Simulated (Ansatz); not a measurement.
Species: GeH₃ (charge +1, singlet). 
Structure (B3LYP-D3(BJ)/def2-TZVP (Ansatz, an electronic-structure program) minimum search):
```xyz
4

Ge     0.0000     0.0000     0.0000
H     -0.8826    -1.2427    -0.0236
H     -0.6350     1.3859     0.0016
H      1.5175    -0.1432     0.0219
```
Charge +1, spin multiplicity 1.

Basis-set convergence of Hartree-Fock and CCSD(T) correlation energies (hartree) with Ansatz. Correlated levels leave the core frozen unless marked. Spin-orbit coupling is left out. Frozen are the shells of the preceding noble gas and the d and f shells that filled before the atom's block. Non-relativistic.

```csv
basis,functions,E(HF),"E(corr, CCSD(T))"
def2-SVPD,62,-2076.53253,-0.10893
def2-TZVPPD,105,-2076.79673,-0.12460
def2-QZVPPD,194,-2076.83882,-0.12941
```

Extrapolating the two largest sets (X = 3 and 4) as X^-3: E(corr) = (64·(-0.12941) - 27·(-0.12460))/37 = -0.1329 Eh, an estimate of the basis-set limit. The largest set recovers 97.4 % of it, the smallest 82.0 %.
